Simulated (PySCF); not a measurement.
Spinor energies of P³⁺ (phosphorus, charge +3)

Start: [Ne] 3s2. Calculated with PySCF 2.14 in x2c-SVPall-2c with one added diffuse shell each of s, p type (5s5p1d, 25 functions): generalised Hartree-Fock with the X2C-1e Hamiltonian and a Gaussian nucleus; one run each with spin-orbit coupling (SO) switched off, then screened by Boettger's factors. This is a chosen level, not necessarily the ground level.

```json
{"spinor shell": "1s1/2", "electrons": "2", "ε, spin-free (eV)": "-2221.5", "ε, screened SO (eV)": "-2221.5", "weight of nominal j (screened SO)": "1.000", "rms radius, screened SO (bohr)": "0.120"}
{"spinor shell": "2s1/2", "electrons": "2", "ε, spin-free (eV)": "-244.32", "ε, screened SO (eV)": "-244.32", "weight of nominal j (screened SO)": "1.000", "rms radius, screened SO (bohr)": "0.559"}
{"spinor shell": "2p1/2", "electrons": "2", "ε, spin-free (eV)": "-185.86", "ε, screened SO (eV)": "-186.52", "weight of nominal j (screened SO)": "1.000", "rms radius, screened SO (bohr)": "0.536"}
{"spinor shell": "2p3/2", "electrons": "4", "ε, spin-free (eV)": "-185.86", "ε, screened SO (eV)": "-185.54", "weight of nominal j (screened SO)": "1.000", "rms radius, screened SO (bohr)": "0.538"}
{"spinor shell": "3s1/2", "electrons": "2", "ε, spin-free (eV)": "-49.869", "ε, screened SO (eV)": "-49.869", "weight of nominal j (screened SO)": "1.000", "rms radius, screened SO (bohr)": "1.82"}
```

| quantity | spin-free | screened SO |
| --- | --- | --- |
| E (hartree) | -339.24969 | -339.24991 |
| M_J | 0 | 0 |
| ⟨J²⟩ | 0.000 | 0.000 |
| ⟨L²⟩ | 0.000 | 0.000 |
| ⟨S²⟩ | 0.000 | 0.000 |

Without spin-orbit coupling the j labels of p, d and f shells carry no meaning; the spin-free column gives the mean over the occupied spinors of each nl shell.
